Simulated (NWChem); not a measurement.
# C$_{4}$H$_{4}$OS; SMILES Oc1ccsc1

```xyz
10

O      0.3298     2.3362     0.0000
C      0.0810     1.0096     0.0000
C     -1.2193     0.4169     0.0000
C     -1.1656    -0.9515     0.0000
S      0.4481    -1.5237     0.0000
C      1.0855     0.0721     0.0000
H     -0.5050     2.8141     0.0000
H     -2.1510     0.9871     0.0000
H     -1.9991    -1.6523     0.0000
H      2.1574     0.2576     0.0000
```
Atoms are numbered in this order, from 1.

All runs: NWChem. Medium grid unless said otherwise, to which SCAN and Minnesota functionals are sensitive. Structure relaxed at the PBE0/def2-SVP level. B3LYP is NWChem's, with the RPA form of VWN correlation. Total energies of different functionals are on different scales.

| level | energy (Ha) | highest occupied level (eV) | orbital gap (eV) | dipole (D) | relative time |
|---|---|---|---|---|---|
| B3LYP/def2-SVP | -627.9445 | -5.90 | 5.59 | 1.82 | 1 |
| PBE/def2-SVP | -627.4897 | -5.02 | 4.03 | 1.81 | 1 |
| SCAN/def2-SVP | -627.8594 | -5.33 | 4.35 | 1.94 | 1 |
| LRC-wPBEh/def2-SVP | -627.5708 | -8.01 | 9.47 | 1.93 | 4 |
| LDA (Slater exchange, PW92)/def2-SVP | -624.6147 | -5.16 | 4.01 | 1.82 | 1 |
| CAM-B3LYP/def2-SVP | -627.8227 | -7.36 | 8.35 | 1.87 | 5 |
| LDA (Slater exchange, VWN5)/def2-SVP | -624.6300 | -5.16 | 4.01 | 1.82 | 1 |
| M06/def2-SVP | -627.7610 | -6.28 | 6.05 | 1.83 | 1 |
| M06-2X/def2-SVP | -627.8166 | -7.32 | 7.99 | 1.89 | 1 |
| MPW1K/def2-SVP | -627.8775 | -7.05 | 7.41 | 1.99 | 1 |
| BHandHLYP/def2-SVP | -627.7877 | -7.11 | 7.95 | 1.95 | 1 |

Relative times are rough (shared machine, one core).
